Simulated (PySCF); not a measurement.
CH2ClF3Si, SMILES FC(F)(F)[SiH2]Cl.

Geometry: PBE-D3(BJ)/def2-SVP.

The numbers are results of PBE-D3(BJ)/def2-SVP in PySCF, not measurements.

Frequencies are harmonic and unscaled.

Computed normal modes with their intensities:
```csv
mode,ν (cm⁻¹),IR (km/mol),moving atoms (share of kinetic energy)
1,57,0.9,"F 47 %, Cl 23 %, Si 22 %, H 8 %"
2,101,2.4,"F 46 %, Cl 41 %, Si 10 %"
3,202,0.5,"F 67 %, H 17 %, Si 8 %"
4,244,0.0,"F 65 %, Cl 20 %, C 8 %"
5,398,23.1,"Si 57 %, F 36 %"
6,478,9.9,"F 76 %, H 17 %"
7,510,5.2,F 88 %
8,559,54.2,"Si 50 %, Cl 40 %"
9,584,32.1,"H 57 %, F 21 %, Si 18 %"
10,679,1.3,H 95 %
11,720,4.6,"F 83 %, C 11 %"
12,829,230.2,"H 83 %, Si 12 %"
13,904,85.2,H 95 %
14,1098,196.1,"C 73 %, F 26 %"
15,1123,192.3,"C 73 %, F 26 %"
16,1187,154.6,"C 76 %, F 21 %"
17,2202,51.5,H 98 %
18,2220,82.4,H 95 %
```
